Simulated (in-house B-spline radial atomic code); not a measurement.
RPA and G0W0 on LDA exchange-only: O⁵⁺

Configuration [He] 2s1, highest spin, mean-field start LDA exchange-only. Computed with an all-electron radial atomic-structure program (B-spline basis): all electrons, scalar-relativistic (spin-free one-electron X2C), finite nucleus, each spin shell either full or empty, empty states to l = 9 with an (l + 1/2)⁻⁴ tail; G0W0 by contour deformation at full frequency.

Command:
```bash
python run_gw.py task.json out
```
Settings (radii: box in bohr, nucleus in fm):
```
Z                        8
electrons                3
configuration            [He] 2s1
hamiltonian              x2c
method                   lda,
lmax                     9
rms_radius               2.6991
spin_polarised           True
box_radius               10.43
intervals                69
ion_configuration        1s2
```

Time taken, with all properties: 2.1 s on 1 thread of Arm Neoverse N1 (shared host).

Energies (hartree):

| term | value |
| --- | --- |
| mean-field total | -63.51235 |
| Hartree-Fock functional on these orbitals | -64.22406 |
| direct second order | -0.18365 |
| second-order exchange | 0.13117 |
| SOSEX correction | 0.10613 |

Problem. What is the RPA correlation energy, and what remains with SOSEX?

Solution. RPA gives -0.1563 hartree (-1.42 eV per electron); RPA + SOSEX gives -0.050167, and the second-order doubles -0.052479 hartree (no singles). SOSEX takes back 68 % of the RPA value.

Quasi-particle levels (eV):

```csv
level,occupied,mean field,Σx - vxc,Σc,QP weight,G0W0
2s up,yes,-126.60,-11.48,?,?,?
1s down,yes,-646.93,-55.07,4.63,0.904,-697.36
1s up,yes,-648.82,-56.68,5.15,0.886,-700.35
2s down,no,-115.38,4.70,-3.40,0.908,-114.08
```

G0W0 = mean field + (Σx - vxc) + Σc, with Σc (partial-wave tail included) taken at the quasi-particle energy.

Problem. Where does G0W0 put 2s up?

Solution. At -139.92 eV, with Σc = -1.84 eV and a quasi-particle weight of 0.958. The tabulated removal energy is 138.119 ± 0.0021 eV (NIST, semi-empirical).

Problem. What does it cost to remove one electron (to 1s2) by differences of total energies, each species on its own start (correlation terms add to the Hartree-Fock functional)?

Solution. LDA exchange-only 136.85 eV, Hartree-Fock functional 137.97 eV, + RPA 139.74 eV, + RPA + SOSEX 138.09 eV, + second order 138.11 eV. Tabulated: 138.119 ± 0.0021 eV (NIST, semi-empirical).
